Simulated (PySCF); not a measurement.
**Dipole response of Hg³⁺ (mercury, charge +3)**

[Xe] 4f14 5d9, 2D determinant. All numbers are calculated (PySCF 2.14, the spin-free X2C one-electron Hamiltonian (Gaussian nucleus), in x2c-TZVPPall with one added diffuse shell each of s, p, d, f type (12s8p8d4f1g, 113 functions)). Coupled (time-dependent) response in atomic units; α is the mean over directions.

```json
{"method": "PBE", "mean α (bohr³)": "5.768", "α xx, yy, zz": "5.684, 5.684, 5.936", "C₆ (like pair)": "33.47", "S(−4)": "5.251"}
```

S(−4) is the Cauchy moment in α(ω) = α(0) + S(−4) ω² + …

Spin-orbit coupling is absent.

α(iu) at PBE:

| u (hartree) | α(iu) (bohr³) |
| --- | --- |
| 0 | 5.768 |
| 0.0500 | 5.755 |
| 0.100 | 5.716 |
| 0.200 | 5.570 |
| 0.300 | 5.353 |
| 0.500 | 4.811 |
| 0.750 | 4.117 |
| 1.00 | 3.510 |
| 1.50 | 2.588 |
| 2.00 | 1.959 |
| 3.00 | 1.210 |
| 5.00 | 0.5787 |

A single London oscillator, α(iu) = α/(1 + u²/ω²), gives C₆ = (3/4) ω α². Matching the computed C₆ needs ω = 4 × 33.47 / (3 × 5.768²) = 1.34 hartree.

For an ion, C₆ is the dispersion term alone; charge-induced terms of lower order in 1/R come first.

The components differ because the open shell of this determinant is not spherical; for a pure term their mean is the scalar polarisability.

Spin-orbit coupling, absent here, splits the open shell strongly.
